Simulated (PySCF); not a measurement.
A GIAO shielding run with PySCF 2.14 (density fitting, non-relativistic, gas phase) on SMILES CCC[C@@H]1OCCO[C@@H]1F, C7H13FO2:

```
$ OMP_NUM_THREADS=1 python probes_run.py task.json out

{"job": {"kind": "nmr", "xc": "PBE0", "basis": "pcSseg-1"}, "charge": 0, "multiplicity": 1}
C     -3.473747     0.189904    -0.104147
C     -2.100370    -0.432272     0.086463
C     -0.984620     0.392124    -0.538622
C      0.391865    -0.187774    -0.298591
O      0.613014    -0.260066     1.090070
C      1.879238    -0.783252     1.395321
C      2.957214     0.070001     0.767369
O      2.755665     0.158400    -0.633753
C      1.503466     0.608396    -0.978805
F      1.378547     1.939559    -0.644117
H     -4.262623    -0.419620     0.361857
H     -3.723471     0.297244    -1.172300
H     -3.520084     1.194711     0.345420
H     -1.882363    -0.552473     1.159261
H     -2.086908    -1.449758    -0.343393
H     -1.141368     0.484818    -1.627770
H     -0.991919     1.416205    -0.131317
H      0.449679    -1.211438    -0.731789
H      1.977955    -0.793100     2.491152
H      1.965377    -1.826626     1.027798
H      3.954597    -0.368646     0.913639
H      2.944602     1.080293     1.211404
H      1.428066     0.529844    -2.075967
```

Hardware: 1 thread of an Arm Neoverse N1, shared host. The job also computes population analyses, field gradients, ring-centre shieldings.

Question: How large is the calculation?

Answer: 80 electrons, 235 basis functions and 1214 auxiliary functions.

Question: How long does it take, and how much memory does it need?

Answer: 98 s of wall time, with 14 SCF cycles and 4 response iterations; peak memory 1.2 GiB. Times on a shared host scatter by some tens of per cent.
